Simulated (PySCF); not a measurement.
Correlation energy of Ru⁺ (ruthenium, charge +1)

[Kr] 4d6 5p1, one real determinant (an excited configuration). Computed with PySCF 2.14 in def2-TZVPPD with the def2 core potential (28 electrons) (6s4p3d2f1g, 56 functions), with a scalar-relativistic core potential. Frozen: 4s2 4p6; 7 electrons correlated.

```json
{"level": "CCSD", "correlation energy (mhartree)": "-126.31"}
{"level": "(T)", "correlation energy (mhartree)": "-3.51"}
{"level": "CCSD(T)", "correlation energy (mhartree)": "-129.82"}
```

Diagnostics: T1 = 0.0093, D1 = 0.0341, largest double amplitude 0.068.

Is a single reference adequate?

Yes, within this model without spin-orbit coupling: T1 lies below 0.03 and no double amplitude reaches 0.07.

The reference is one real determinant that mixes LS terms of this configuration.
